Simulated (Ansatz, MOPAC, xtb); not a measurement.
SiAsNH6 (SMILES N[AsH][SiH3]): the zero-point energy at each level's own minimum, rung by rung

The runs start from one conformer, not always the lowest.

SiAsNH6, singlet, SMILES `N[AsH][SiH3]`. Each level relaxes the structure for itself.

Quantity: the zero-point energy at each level's own minimum, in kJ/mol. The values are calculated.

| level | kind | program | value (kJ/mol) |
| --- | --- | --- | --- |
| MNDO | semi-empirical | MOPAC | 158.7 |
| PM7 | semi-empirical | MOPAC | 143.8 |
| GFN2-xTB | semi-empirical | xtb | 144.8 |
| GFN1-xTB | semi-empirical | xtb | 153.4 |
| HF/STO-3G | Hartree–Fock | Ansatz | 192.3 |
| HF/3-21G | Hartree–Fock | Ansatz | 162.8 |
| HF/6-31G* (Cartesian functions) | Hartree–Fock | Ansatz | 168.2 |
| PBE/def2-SVP | GGA | Ansatz | 149.8 |
| PBE0-D4/def2-TZVP | global hybrid | Ansatz | 155.3 |
| B3LYP/6-31G* (Cartesian functions) | global hybrid | Ansatz | 155.8 |

All-electron rows without a relativistic Hamiltonian named are non-relativistic. Harmonic and unscaled. The values span 143.8 to 192.3 kJ/mol. Without the sets that lack polarisation functions the rows with a basis span only 149.8 to 168.2 kJ/mol.
